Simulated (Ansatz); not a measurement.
One change: `F[SiH2][SbH2]` becomes `F[SiH2][SnH3]`.

Ansatz, PBE0-D4/def2-TZVP geometries, multiplicity 1. 

Elements past krypton have def2 core potentials.

| property | `F[SiH2][SbH2]` |
| --- | --- |
| HOMO–LUMO gap (B3LYP/def2-TZVPP) / eV | 6.34 |
| size of the dipole moment (B3LYP/def2-TZVPP) / D | 1.14 |
| HOMO energy (PBE/def2-TZVPP) / eV | -6.41 |
| HOMO–LUMO gap (PBE/def2-TZVPP) / eV | 4.95 |
| LUMO energy (ωB97M-V/def2-TZVPP) / eV | 0.99 |
| LUMO energy (PBE/def2-TZVPP) / eV | -1.45 |

Question: What does the change do to each property? (An estimate is asked.)

Answer: Ansatz gave: 
| property | `F[SiH2][SnH3]` | shift |
| --- | --- | --- |
| HOMO–LUMO gap (B3LYP/def2-TZVPP) / eV | 6.91 | 0.57 |
| size of the dipole moment (B3LYP/def2-TZVPP) / D | 1.12 | -0.02 |
| HOMO energy (PBE/def2-TZVPP) / eV | -6.92 | -0.51 |
| HOMO–LUMO gap (PBE/def2-TZVPP) / eV | 5.36 | 0.41 |
| LUMO energy (ωB97M-V/def2-TZVPP) / eV | 0.97 | -0.02 |
| LUMO energy (PBE/def2-TZVPP) / eV | -1.56 | -0.11 |

With PBE0 the HOMO falls by 0.63 eV and the LUMO falls by 0.06 eV, so the gap widens by about 0.57 eV. PBE moves the HOMO by -0.51 eV and ωB97M-V by -0.65 eV. The zero-point energy changes by 17.3 kJ/mol with +3 modes. Dipoles are sizes alone; their direction can turn.

B3LYP here is the variant with VWN-RPA as its local correlation; programs differ in this.

Spin–orbit coupling is left out; it splits and shifts lone-pair levels of the heavy atoms by tenths of an eV.
